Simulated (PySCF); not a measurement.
# Polarisability and C₆ of Rh (rhodium, neutral)

[Kr] 4d8 5s1, high-spin 4F determinant. Computed with PySCF 2.14 in aug-cc-pV5Z-PP with ECP28MDF, with scalar relativity through the core potential. Coupled (time-dependent) response in atomic units; α is the mean over directions.

| method | mean α (bohr³) | C₆ (like pair) | S(−4) |
| --- | --- | --- | --- |
| PBE | 53.71 | 478.6 | 1805 |

S(−4) is the Cauchy moment in α(ω) = α(0) + S(−4) ω² + …

Reference α: 66 ± 10 bohr³ (recommended; Schwerdtfeger and Nagle, table of static dipole polarizabilities (2023 update)). Published C₆: 708.0 (Gould and Bucko (2016)).

Spin-orbit coupling is absent.

α(iu) at PBE:

```
u (hartree)  α(iu) (bohr³)
          0          53.71
     0.0500          49.66
      0.100          41.21
      0.200          26.96
      0.300          19.02
      0.500          11.59
      0.750          7.578
       1.00          5.492
       1.50          3.351
       2.00          2.276
       3.00          1.244
       5.00         0.5289
```

Energies and moments cover only the electrons outside the core potential.
